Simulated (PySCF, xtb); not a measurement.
B(Br)(vinyl)(OH) (C2H4BBrO), SMILES C=CB(O)Br.

Geometry optimised at B3LYP-D3(BJ)/def2-SVP. This is a generated structure with no PubChem entry under its InChIKey; it may be hypothetical. One conformer was computed; it need not be the lowest.

Method: IEF-PCM-B3LYP/def2-SVP (PySCF 2.14.0).

The values are the electrostatic part of the solvation free energy, E(continuum) − E(gas) at the gas-phase geometry, in a cavity of scaled van der Waals radii (PySCF's table); cavitation and dispersion terms are not included. In vacuum the orbital gap is 6.26 eV. The dipole moment in vacuum is 1.11 D.

| solvent | ε | ΔG(elec) (kcal/mol) | dipole (D) | gap (eV) |
|---|---|---|---|---|
| water | 78.36 | (withheld) | (withheld) | (withheld) |
| chloroform | 4.71 | -2.9 | 1.36 | 6.29 |
| dichloromethane | 8.93 | -3.4 | 1.40 | 6.29 |

### Question
Complete the blanks. (An estimate is asked for; the answer gives what the named calculation found.)

### Answer

- water, ΔG(elec) (kcal/mol): -4.0
- water, dipole (D): 1.44
- water, gap (eV): 6.30

For comparison, GFN2-xTB/ALPB(water) (xtb, at the GFN2-xTB geometry, all terms of that model) gives -5.2 kcal/mol.
